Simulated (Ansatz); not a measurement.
Hg4Se4, relaxed as a singlet with RKS r2SCAN-D4/def2-SVP in Ansatz, starting from the GFN1-xTB geometry. Force threshold 0.03 eV/Å.

In the def2 sets Hg takes a core potential; there is no spin–orbit coupling. The structure comes from a short search, and lower isomers may exist.

Start:

```xyz
8

Hg    0.841   -3.688    1.575
Hg    1.294    3.975   -0.668
Hg   -0.150    1.866   -1.896
Hg   -0.124   -1.576    3.298
Se    1.466   -0.208   -1.871
Se   -0.036   -1.575   -0.759
Se   -2.282    1.345   -0.469
Se   -1.009   -0.139    0.789
```

| step | energy (eV) | largest force component (eV/Å) | SCF passes |
| --- | --- | --- | --- |
| 1 | -278084.2052 | 0.678 | 22 |
| 2 | -278084.3801 | 0.535 | 28 |
| 3 | -278084.5070 | 0.206 | 22 |
| 4 | -278084.5644 | 0.095 | 23 |
| 5 | -278084.5888 | 0.031 | 22 |
| 6 | -278084.6007 | 0.062 | 22 |
| 7 (rejected) | -278084.5995 | 0.391 | 23 |
| 8 | -278084.6071 | 0.046 | 22 |
| 9 | -278084.6130 | 0.089 | 23 |
| 10 | -278084.6210 | 0.094 | 22 |
| 11 | -278084.6290 | 0.076 | 21 |
| 13 | -278084.6452 | 0.201 | 22 |
| 15 | -278084.6664 | 0.056 | 22 |
| 17 | -278084.6700 | 0.051 | 22 |
| 19 | -278084.6744 | 0.054 | 22 |
| 21 | -278084.6798 | 0.143 | 21 |
| 23 | -278084.6889 | 0.129 | 23 |
| 25 | -278084.7207 | 0.055 | 22 |
| 27 | -278084.7279 | 0.073 | 24 |
| 29 | -278084.7391 | 0.082 | 23 |
| 31 | -278084.7415 | 0.011 | 23 |
| 33 | -278084.7419 | 0.034 | 23 |
| 34 | -278084.7420 | 0.012 | 24 |

Force components are those of the run's own axes.

End:

```xyz
8

Hg    2.0253   -3.6670    0.8377
Hg    1.7938    3.9698   -1.9324
Hg    0.1616    1.6922   -1.0073
Hg    0.2029   -1.7232    3.0291
Se    1.2606   -0.6194   -0.5715
Se   -0.9382   -1.5141   -0.6126
Se   -2.3738    1.9070   -0.5316
Se   -2.1322   -0.0452    0.7887
```

Bonds lost: Hg1–Hg4 (atoms count from 1). The end holds 2 separate pieces.

The force fell under the threshold at step 31, but the optimiser went on. No frequencies were taken in this run, so the end may be a saddle point.

It took 7.5 min on 4 threads of Arm Neoverse V1 on a shared host, peak host memory 0.61 GiB.
